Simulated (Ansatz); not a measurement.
Reaction (homolysis of the C–Sn bond): `[CH3][SnH]([F])[SeH]` → `[CH3]`• + `[F][SnH][SeH]`•

Calculated with Ansatz (gas phase, PBE0-D4/def2-TZVP geometries, no zero-point term in ΔE). CCSD(T)/CBS adds triple-zeta CCSD(T) − MP2 to the extrapolated MP2 energy (def2 sets, frozen cores). This one scheme is used for every species. DFT in def2-TZVPP. Open shells (•) are unrestricted, without spin–orbit coupling. def2 core potentials past Kr. For Se, Sn outer-core shells are correlated without core-valence functions, which leaves a few kJ/mol of doubt a bond. Scalar relativity is left out up to krypton. One conformer a species, not always the lowest.

`[CH3][SnH]([F])[SeH]`:

```xyz
9

C    -0.442   -1.234    0.347
Sn    0.817    0.416   -0.094
F     1.261    0.161   -1.955
Se   -0.360    2.629    0.104
H    -0.786   -1.176    1.379
H    -1.298   -1.210   -0.327
H     0.113   -2.159    0.193
H     2.326    0.537    0.687
H    -1.631    2.036   -0.335
```

`[CH3]`•:

Z-matrix (Å, degrees):
```
C
H 1 1.080
H 1 1.080 2 120.0
H 1 1.080 2 120.0 3 180.0
```

`[F][SnH][SeH]`•:

Cartesian coordinates in Å:
```
F -0.624 -1.779 -0.282
Sn -0.780 -0.033 0.535
Se 1.375 1.168 -0.083
H -2.104 0.716 -0.310
H 2.132 -0.072 0.140
```

```csv
level,ΔE (kJ/mol)
LC-ωPBE,293.5
RPA@PBE/def2-TZVPP,291.7
```

Q: What does CCSD(T)/CBS give? (Estimate.)

A: Ansatz gave: +314.9 kJ/mol. The listed levels differ from it by -21.4, -23.2 kJ/mol.

Largest T1 diagnostic among the species: 0.016.

From r2SCAN to r2SCAN0 (25 % exact exchange), in def2-TZVPP and without D4, ΔE moves by +3.2 kJ/mol. In def2-TZVPP, CCSD(T) changes the Hartree–Fock value by +105.4 kJ/mol (the triples alone add +8.6 kJ/mol) and MP2 by +122.0 kJ/mol; breaking electron pairs costs correlation energy, which Hartree–Fock lacks.

CCSD(T)/CBS has its own doubt, a few kJ/mol and more with outer-core shells, so smaller differences from it don't rank the levels.
